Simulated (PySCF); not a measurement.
## A survey of ¹⁷O NMR shifts

PySCF calculation with NMR shieldings at PBE0/pcSseg-1/GIAO and geometry: GFN2-xTB; in vacuum, averaged over atoms made equivalent by symmetry, fast rotation or ring inversion, one computed conformer, non-relativistic Hamiltonian.

Shieldings were converted by a linear fit to measured shifts: ¹⁷O: δ = 266.70 − 0.911σ (rms 10.7 ppm, 155 shifts, 12.2 ppm with the 3 outliers that the fit left out vs liquid water, solution or neat liquid). A few per cent of atoms miss by over 2 rms, more outside the fitted compound classes.

Task: Give the ¹⁷O shifts of `C[C@@H]1CC(OC(F)F)=C(Cl)S1`, `FC1=C[C@H](F)C(F)=CO1`, `C/C(F)=C(\C)C(=O)N(C)C`, `O=C(O)c1ccccc1C(F)(F)F`.

Result: 
| compound | environment | δ (ppm) |
| --- | --- | --- |
| C[C@@H]1CC(OC(F)F)=C(Cl)S1 | ether oxygen | 105.3 |
| FC1=C[C@H](F)C(F)=CO1 | ether oxygen | 127.8 |
| C/C(F)=C(\C)C(=O)N(C)C | amide-type carbonyl oxygen | 330.9 |
| [O:1]=[C:2]([OH:3])[c:4]1[cH:5][cH:6][cH:7][cH:8][c:9]1[C:10]([F:11])([F:12])[F:13] | O1: carbonyl oxygen | 363.0 |
| [O:1]=[C:2]([OH:3])[c:4]1[cH:5][cH:6][cH:7][cH:8][c:9]1[C:10]([F:11])([F:12])[F:13] | O3: acid hydroxyl oxygen | 157.4 |

In solution the two oxygens of a carboxylic acid give one averaged line by proton exchange, and hydrogen bonding shields acid and N–H amide carbonyl oxygens by tens of ppm; neither is in these numbers.
